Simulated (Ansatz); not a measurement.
C2H7FOSi, SMILES `CC[SiH](O)F`. The species carries charge 0 and has multiplicity 1. The geometry is a stationary point of PBE0-D4/def2-TZVP. It is one conformer, not always the lowest.

```xyz
12

C    -1.349   -0.640   -0.456
C     0.032   -0.819    0.173
Si    0.842    0.784    0.647
O     1.078    1.786   -0.624
F     2.250    0.427    1.322
H    -1.802   -1.602   -0.707
H    -1.297   -0.049   -1.374
H    -2.033   -0.124    0.222
H     0.701   -1.358   -0.509
H    -0.033   -1.439    1.074
H     0.057    1.573    1.620
H     1.555    1.461   -1.388
```

(1) What is the dipole moment at ωB97M-V/def2-TZVPP? (Best estimate.)

(2) And with PBE, r2SCAN, B3LYP? (Best estimate.)

(3) Give the Mulliken charges with ωB97M-V, PBE, r2SCAN in def2-TZVPP. (Estimate.)

Results:

(1) Computed: 2.16 D, with components (-0.78, -1.34, -1.50) D in this frame, pointing from negative to positive charge.

(2) Computed: PBE 2.12 D, r2SCAN 2.16 D, B3LYP 2.16 D.

(3) Ansatz gave: 
| atom | ωB97M-V | PBE | r2SCAN |
| --- | --- | --- | --- |
| C1 | -0.31 | -0.25 | -0.13 |
| C2 | -0.33 | -0.24 | -0.20 |
| Si3 | 0.69 | 0.63 | 0.74 |
| O4 | -0.38 | -0.35 | -0.41 |
| F5 | -0.32 | -0.29 | -0.33 |
| H6 | 0.11 | 0.08 | 0.04 |
| H7 | 0.10 | 0.08 | 0.05 |
| H8 | 0.11 | 0.09 | 0.05 |
| H9 | 0.10 | 0.08 | 0.04 |
| H10 | 0.11 | 0.09 | 0.05 |
| H11 | -0.06 | -0.11 | -0.11 |
| H12 | 0.17 | 0.19 | 0.20 |

B3LYP here is the variant with VWN-RPA as its local correlation; programs differ in this.
